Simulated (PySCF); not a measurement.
C₂H₈GeOSi.

```xyz
13

C      2.6008    -0.5665    -0.4313
Si     1.1440     0.1784     0.4703
O      0.5092     1.5345    -0.3316
C     -0.8894     1.3024    -0.5859
Ge    -1.0801    -0.5811     0.1114
H      2.9664    -1.4625     0.0966
H      2.3354    -0.8508    -1.4610
H      3.4306     0.1586    -0.4769
H      1.5554     0.5016     1.8738
H     -1.1016     1.4103    -1.6637
H     -1.5085     2.0344    -0.0378
H     -1.3776    -1.6277    -0.9779
H     -2.0942    -0.7588     1.2543
```

The structure is a stationary point at r2SCAN-D4/def2-SVP. The structure was generated by enumeration; whether it is a known compound was not checked.

Calculation: PBE0/pcSseg-1 in PySCF. Non-relativistic, no solvent.

Give the absolute GIAO shielding of each atom: isotropic value and principal components (ppm). (The exact figures need the calculation; the answer reports its results.)


| atom | σ(iso) | σ11 | σ22 | σ33 | span |
|---|---|---|---|---|---|
| C1 | 180.1 | 166.0 | 185.3 | 188.9 | 23.0 |
| Si2 | 304.8 | 217.3 | 296.8 | 400.3 | 182.9 |
| O3 | 257.4 | 201.3 | 220.8 | 350.0 | 148.7 |
| C4 | 116.2 | 64.2 | 101.5 | 182.7 | 118.5 |
| Ge5 | 1491.4 | 1340.5 | 1460.3 | 1673.2 | 332.7 |
| H6 | 31.2 | 27.5 | 27.9 | 38.1 | 10.5 |
| H7 | 30.3 | 26.1 | 29.3 | 35.7 | 9.6 |
| H8 | 30.3 | 26.3 | 27.4 | 37.1 | 10.8 |
| H9 | 25.3 | 22.5 | 23.8 | 29.5 | 7.0 |
| H10 | 26.5 | 21.6 | 25.6 | 32.3 | 10.7 |
| H11 | 26.4 | 21.6 | 25.7 | 31.9 | 10.3 |
| H12 | 26.5 | 21.3 | 22.0 | 36.3 | 15.0 |
| H13 | 26.4 | 20.9 | 21.7 | 36.7 | 15.8 |
